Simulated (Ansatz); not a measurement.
Mulliken charges of Cl2FIn, SMILES `[F][In]([Cl])[Cl]` from ωB97M-V/def2-TZVPP in Ansatz (PBE0-D4/def2-TZVP geometry).

```tsv
atom	x (Å)	y (Å)	z (Å)	charge (e)
F1	0.231	0.992	1.679	-0.451
In2	0.019	0.009	0.036	1.026
Cl3	1.200	-1.933	-0.196	-0.287
Cl4	-1.395	0.872	-1.539	-0.287
```

Problem. By hand: the dipole of these point charges (1 e Å = 4.8032 D).

Solution. Σ q r = (-0.029, -0.134, -0.222) e Å, of length 0.261 e Å = 1.25 D.

Problem. How does the dipole of the full density compare? (An estimate is asked.)

Solution. Computed: (-0.023, -0.105, -0.176) e Å, 0.99 D; the point charges give 1.26 times that, at 0° from its direction.

Point charges leave out the atoms' own dipoles, such as those of lone pairs, and Mulliken's split depends on the basis, so the two needn't agree.
